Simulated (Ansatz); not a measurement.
Basis-set series for CH5FOSn (`[CH3][SnH]([OH])[F]`). Total charge 0; spin multiplicity 1. Sn: def2 effective core potential. The structure was optimised at the PBE0-D4/def2-TZVP level. It is one conformer, not always the lowest.

| functional | basis | functions | energy (Eh) | HOMO (eV) | LUMO (eV) |
| --- | --- | --- | --- | --- | --- |
| PBE0-D4 | def2-SVP | 93 | -430.12104 | -8.29 | -0.03 |
| PBE0-D4 | def2-QZVPP | 403 | -430.42662 | -8.54 | -0.57 |
| ωB97M-V | def2-SVP | 93 | -430.20606 | -10.58 | 1.92 |
| ωB97M-V | def2-QZVPP | 403 | -430.52038 | -10.82 | 0.91 |

(1) Give the rows for def2-TZVPP. (Estimate.)

Answers

(1) Computed: 
```csv
functional,basis,functions,energy (Eh),HOMO (eV),LUMO (eV)
PBE0-D4,def2-TZVPP,213,-430.41073,-8.50,-0.41
ωB97M-V,def2-TZVPP,213,-430.50492,-10.79,1.30
```

Positive LUMOs are unbound and depend on the basis.
